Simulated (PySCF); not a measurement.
# Electron correlation in P²⁺ (phosphorus, charge +2)

[Ne] 3s2 3p1, 2P determinant. Computed with PySCF 2.14 in cc-pVDZ-DK, with the spin-free X2C one-electron Hamiltonian (Gaussian nucleus). Frozen: [Ne]; 3 electrons correlated.

MP2 pair energies summed by pair of shells (mhartree):

```json
{"pair": "3s-3s", "energy": "-22.21", "share (%)": "58.1"}
{"pair": "3s-3p", "energy": "-16.02", "share (%)": "41.9"}
```

Total MP2 correlation energy: -38.23 mhartree.

Same-spin part -2.31 and opposite-spin part -35.92 mhartree; SCS-MP2 scales them by 1/3 and 6/5 to -43.87 mhartree.

```
  level  correlation energy (mhartree)
   CCSD                         -57.83
    (T)                          -0.59
CCSD(T)                         -58.42
```

Diagnostics: T1 = 0.0098, D1 = 0.0233, largest double amplitude 0.110.

Cost of the coupled-cluster step: 0.08 s of wall time on 1 thread of Neoverse-V1 (shared host), for 3 correlated electrons.

Iterations:

```
CC2 = 0
CCSD nocc = (np.int64(2), np.int64(1)), nmo = (13, 13)
frozen orbitals [[0, 1, 2, 3, 4], [0, 1, 2, 3, 4]]
max_cycle = 100
direct = 0
conv_tol = 1e-08
conv_tol_normt = 1e-06
diis_space = 8
diis_start_cycle = 0
Init t2, MP2 energy = -0.0382293779656047
Init E_corr(UCCSD) = -0.0382293779714705
cycle = 1  E_corr(UCCSD) = -0.0506196050927433  dE = -0.0123902271  norm(t1,t2) = 0.0525118
cycle = 2  E_corr(UCCSD) = -0.0549442443410623  dE = -0.00432463925  norm(t1,t2) = 0.021596
cycle = 3  E_corr(UCCSD) = -0.0578398270769542  dE = -0.00289558274  norm(t1,t2) = 0.00960095
cycle = 4  E_corr(UCCSD) = -0.0578190042130637  dE = 2.08228639e-05  norm(t1,t2) = 0.00109468
cycle = 5  E_corr(UCCSD) = -0.0578376991816544  dE = -1.86949686e-05  norm(t1,t2) = 0.000115072
cycle = 6  E_corr(UCCSD) = -0.057831733825923  dE = 5.96535573e-06  norm(t1,t2) = 2.00252e-05
cycle = 7  E_corr(UCCSD) = -0.057834242669656  dE = -2.50884373e-06  norm(t1,t2) = 6.28348e-06
cycle = 8  E_corr(UCCSD) = -0.0578336867488732  dE = 5.55920783e-07  norm(t1,t2) = 1.63381e-06
cycle = 9  E_corr(UCCSD) = -0.057833690274585  dE = -3.52571181e-09  norm(t1,t2) = 1.08419e-07
UCCSD converged
E(UCCSD) = -340.5122036301517  E_corr = -0.05783369027458504
UCCSD(T) correction = -0.000589942406068417
```
